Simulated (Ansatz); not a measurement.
A structure relaxed at PBE0-D4/def2-TZVP, charge 0, multiplicity 1:

```tsv
atom	x (Å)	y (Å)	z (Å)
F1	-0.885	-1.647	-0.830
C2	-0.323	-0.427	-0.780
F3	-0.062	-0.055	-2.044
C4	-1.011	0.589	0.086
C5	0.011	0.708	0.936
C6	0.875	-0.288	0.216
F7	1.188	-1.405	0.893
F8	2.012	0.186	-0.321
H9	-1.991	1.043	0.017
H10	0.186	1.296	1.826
```

**Question.** Give its formula and SMILES.

**Answer.** C4H2F4, `FC1(F)C=CC1(F)F`.

**Question.** Point group (tolerance 0.08 Å, 0.16 Å for H)?

**Answer.** C2v.

**Question.** Summarise the bond lengths by kind.

**Answer.** 4 × C–F 1.344 Å; 4 × C–C 1.335 to 1.565 Å; 2 × C–H 1.081 Å.

Program: Ansatz 0.2.0.
